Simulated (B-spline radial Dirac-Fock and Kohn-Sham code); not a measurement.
These are calculated numbers from a radial B-spline solver; the model is the Dirac equation of a negative muon with reduced mass in the field of a spherical finite nucleus, with the Uehling potential to all orders; nuclear polarisation, deformation, hyperfine structure, self-energy, higher-order vacuum polarisation, relativistic recoil and electron screening are left out. The nuclear charge is a Fermi distribution (skin thickness 2.3 fm).

Q: A muonic atom of atomic mass 147.93 u emits these computed lines: 2p3/2 → 1s1/2 4865 keV, 3d5/2 → 2p3/2 1684 keV, 4f7/2 → 3d5/2 604.7 keV, 5g9/2 → 4f7/2 278.3 keV. Which element is it, and what rms charge radius was used?

A: Dysprosium (Z = 66, nuclide ¹⁴⁸Dy); the high transitions hardly feel the nucleus and fix Z. The 2p → 1s line lies 5080 keV below the value for a point nucleus without QED, which for this nuclear model gives a radius near 5.05 fm (5.0455 fm was used).
